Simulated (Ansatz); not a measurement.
C3H9GeNO (`CC(C)[O][Ge][NH2]`), relaxed with RKS PBE0-D4/def2-TZVP in the Gaussian-basis code of Ansatz from a PBE-D4/def2-SVP geometry. The force threshold is 0.005 eV/Å; the program also tests the step.

The species carries charge 0 and has multiplicity 1.

Start:

```xyz
15

C     1.065    1.648   -0.447
C     0.255    0.397   -0.112
C     0.473   -0.072    1.329
O     0.637   -0.624   -1.026
Ge   -0.338   -2.053   -1.603
N    -1.894   -1.789   -0.637
H     0.794    2.494    0.217
H     2.148    1.440   -0.332
H     0.886    1.953   -1.497
H    -0.830    0.645   -0.245
H     0.197    0.718    2.057
H    -0.134   -0.973    1.547
H     1.540   -0.333    1.483
H    -2.102   -1.036    0.026
H    -2.697   -2.413   -0.759
```

```csv
step,energy (eV),largest force (eV/Å),largest move (Å)
1,-63302.1412,0.680,0.000
2,-63302.2029,0.271,0.026
3,-63302.2105,0.039,0.027
4,-63302.2109,0.024,0.024
5,-63302.2110,0.014,0.005
6,-63302.2110,0.016,0.007
7,-63302.2111,0.004,0.007
```

End:

```xyz
15

C     1.055    1.628   -0.445
C     0.250    0.391   -0.101
C     0.486   -0.061    1.329
O     0.617   -0.633   -1.003
Ge   -0.343   -2.027   -1.584
N    -1.899   -1.773   -0.655
H     0.791    2.460    0.213
H     2.123    1.421   -0.334
H     0.871    1.928   -1.477
H    -0.816    0.634   -0.228
H     0.207    0.723    2.037
H    -0.096   -0.956    1.559
H     1.543   -0.296    1.473
H    -2.111   -1.043    0.007
H    -2.678   -2.397   -0.791
```

It took 44 s on 4 threads of an Arm Neoverse V2 on a shared host, with 0.91 GiB of host memory at the peak.
